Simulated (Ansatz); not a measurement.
Geometry optimisation, Ansatz, RKS B3LYP/def2-SVP.

Input file:

```yaml
crystal:
  periodic: [false, false, false]
  atoms:
    - { symbol: B, position_ang: [-0.5347, 1.3569, -0.5971] }
    - { symbol: Si, position_ang: [0.3646, -0.2719, -0.3536] }
    - { symbol: "N", position_ang: [0.3891, -0.6647, 1.3771] }
    - { symbol: Cl, position_ang: [-0.5434, -1.7864, -1.3948] }
    - { symbol: H, position_ang: [-0.7259, 1.8297, -1.7149] }
    - { symbol: H, position_ang: [-1.0222, 1.9957, 0.3213] }
    - { symbol: H, position_ang: [1.7661, -0.1307, -0.8624] }
    - { symbol: H, position_ang: [0.9551, -1.565, 1.4694] }
    - { symbol: H, position_ang: [-0.5602, -0.8099, 1.7379] }
basis:
  gaussian: { orbitals: def2-SVP }
hamiltonian:
  xc: b3lyp
relax:
  f_tol: 0.02
  max_steps: 50
```

Command:

```bash
$ ansatz run input.yaml --threads 2 --pin off --max-ram 3072MiB --backend cpu --events-out ev --progress --plain --runs-dir out
```

Q: Where does it end, and by what steps?

A: The run converged. After 14 steps the energy has fallen by 0.471 eV; H6 moved furthest, 0.75 Å.

```tsv
step	energy less start (eV)	largest force component (eV/Å)	accepted
0	0.0000	2.419	yes
1	-0.2877	1.240	yes
2	-0.3643	0.500	yes
3	-0.3421	0.572	no
4	-0.4010	0.180	yes
5	-0.4186	0.075	yes
6	-0.4394	0.195	yes
7	-0.4569	0.308	yes
8	-0.4608	0.252	yes
9	-0.4646	0.232	yes
10	-0.4664	0.196	yes
11	-0.4706	0.058	yes
12	-0.4713	0.025	yes
13	-0.4712	0.065	no
14	-0.4714	0.012	yes
```

```xyz
9
Properties=species:S:1:pos:R:3
B -0.613 1.377 -0.656
Si 0.441 -0.272 -0.298
N 0.509 -0.759 1.349
Cl -0.853 -1.432 -1.553
H -0.395 2.072 -1.616
H -1.588 1.618 0.013
H 1.808 -0.451 -0.850
H 1.085 -1.542 1.644
H -0.305 -0.657 1.949
```

The run took 23 s on 2 threads of Intel(R) Xeon(R) Platinum 8488C (Sapphire Rapids) (shared host), peak memory 0.19 GiB.
